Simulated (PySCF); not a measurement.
C7H10OSi: full NMR table

```yaml
Formula: C7H10OSi
SMILES: "[SiH3]OCc1ccccc1"
Point_group_of_the_computed_structure: C1
Degrees_of_unsaturation: 4
Carbon_signals: 5
Proton_signals: 5
```

Numbering as in the mapped SMILES `[SiH3:1][O:2][CH2:3][c:4]1[cH:5][cH:6][cH:7][cH:8][cH:9]1`. Each H is labelled by its parent atom.

[PySCF: geometry from PBE0-D3(BJ)/def2-SVP; NMR shieldings at HF/pcSseg-1/GIAO; a single conformation; averaged over atoms made equivalent by symmetry, fast rotation or ring inversion; non-relativistic Hamiltonian; isolated molecule]

Scale: TMS for 1H and 13C and 29Si; 17O against H2O (reference shieldings calculated alike).

```tsv
carbon	δC, type	δH (multiplicity)	HMBC from (2–3 bonds)	span of the C tensor (ppm)
C3	62.9, CH2	4.56 (s)	H(C5)/H(C9), H(Si1)	53
C4	147.0, C	–	H(C5)/H(C9), H(C6)/H(C8), H(C3)	246
C5/C9	135.6, CH	7.65 (m)	H(C5)/H(C9), H(C6)/H(C8), H(C7), H(C3)	241
C6/C8	136.3, CH	7.58 (m)	H(C5)/H(C9), H(C6)/H(C8), H(C7)	250
C7	135.6, CH	7.48 (m)	H(C5)/H(C9), H(C6)/H(C8)	247
```

Other nuclei:
```csv
atoms,nucleus,environment,δ (ppm),σ (ppm)
H(Si1),1H,hydrogen on a silicon bonded to O,4.06,27.63
Si1,29Si,"silicon bonded to O, 3 H",-38.4,431.9
O2,17O,"oxygen bonded to C, Si",-1.9,335.3
```

1. Carbon types of the structure: 1 × C, 5 × CH, 1 × CH2, leaving 3 H on heteroatoms.
2. δC 147.0: substituted aromatic carbon.
3. δC 136.3, 135.6, 135.6: aromatic CH; the aromatic region.
4. δC 62.9: sp3 CH2 bonded to O, on an aromatic ring; deshielded by the electronegative neighbour.
5. δH 7.65, 7.58, 7.48: hydrogen on an aromatic CH; it sits in the deshielding region of the aromatic ring current.
6. δH 4.56: hydrogen on an sp3 CH2 bonded to O, on an aromatic ring; its carbon carries O, an electronegative neighbour.

Shifts are as computed. Against solution values, carbons near 30 ppm lie about -0 ppm off and those near 130 ppm about +7 ppm. Of 1211 compounds with measured shifts, 218 miss one by over three times the rms of a fit or turn the order of signals round; such compounds aren't used in these exercises. Experimental scales use liquid or dissolved standards, which lie at an offset from isolated H2O (liquid H2O: subtract about 36 ppm). No couplings were computed; multiplicities are counted from neighbouring protons, with m where these are inequivalent, close in shift, in a saturated or five-membered ring or joined by F or P, and br s for small geminal =CH2 splittings.
